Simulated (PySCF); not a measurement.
**Spinor energies of In³⁺ (indium, charge +3)**

Start: [Kr] 4d9 5p1; 4d3/2 filled at m_j = -3/2, -1/2, +1/2, +3/2; 4d5/2 filled at m_j = -3/2, -1/2, +1/2, +3/2, +5/2; 5p3/2 filled at m_j = +3/2. Calculated with PySCF 2.14 in x2c-TZVPall-2c with one added diffuse shell each of s, p, d, f type (9s10p6d3f, 90 functions): generalised Hartree-Fock with the X2C-1e Hamiltonian and a Gaussian nucleus; one run each with spin-orbit coupling (SO) switched off, then screened by Boettger's factors. This is a chosen level, not necessarily the ground level.

| spinor shell | electrons | ε, spin-free (eV) | ε, screened SO (eV) | weight of nominal j (screened SO) | rms radius, screened SO (bohr) |
| --- | --- | --- | --- | --- | --- |
| 1s1/2 | 2 | -28119.8 | -28117.4 | 1.000 | 0.0340 |
| 2s1/2 | 2 | -4333.7 | -4333.1 | 1.000 | 0.139 |
| 2p1/2 | 2 | -3886.7 | -4033.0 | 1.000 | 0.120 |
| 2p3/2 | 4 | -3886.7 | -3819.7 | 1.000 | 0.125 |
| 3s1/2 | 2 | -892.13 | -891.98 | 1.000 | 0.371 |
| 3p1/2 | 2 | -742.17 | -769.50 | 1.000 | 0.365 |
| 3p3/2 | 4 | -742.17 | -729.63 | 1.000 | 0.376 |
| 3d3/2 | 4 | -509.83 | -514.74 | 0.999 | 0.350 |
| 3d5/2 | 6 | -509.83 | -506.44 | 0.999 | 0.353 |
| 4s1/2 | 2 | -180.95 | -180.96 | 1.000 | 0.903 |
| 4p1/2 | 2 | -133.61 | -139.32 | 0.990 | 0.960 |
| 4p3/2 | 4 | -133.61 | -131.02 | 0.995 | 0.987 |
| 4d3/2 | 4 | -63.494 | -64.350 | 0.913 | 1.20 |
| 4d5/2 | 5 | -63.494 | -62.944 | 0.930 | 1.21 |
| 5p3/2 | 1 | -30.245 | -30.020 | 1.000 | 2.79 |

| quantity | spin-free | screened SO |
| --- | --- | --- |
| E (hartree) | -5874.92546 | -5876.21354 |
| M_J | 4 | 4 |
| ⟨J²⟩ | 20.007 | 20.007 |
| ⟨L²⟩ | 12.005 | 12.021 |
| ⟨S²⟩ | 2.001 | 2.017 |

Each row is a mean over spinors that exchange with the open shell spreads, by up to 6.812 eV (4p3/2).

Breit and QED terms are absent; they matter most for the inner s and p1/2 levels.

Densities and radii are taken from the X2C orbitals without a picture-change correction, which distorts them close to the nucleus.

Without spin-orbit coupling the j labels of p, d and f shells carry no meaning; the spin-free column gives the mean over the occupied spinors of each nl shell.
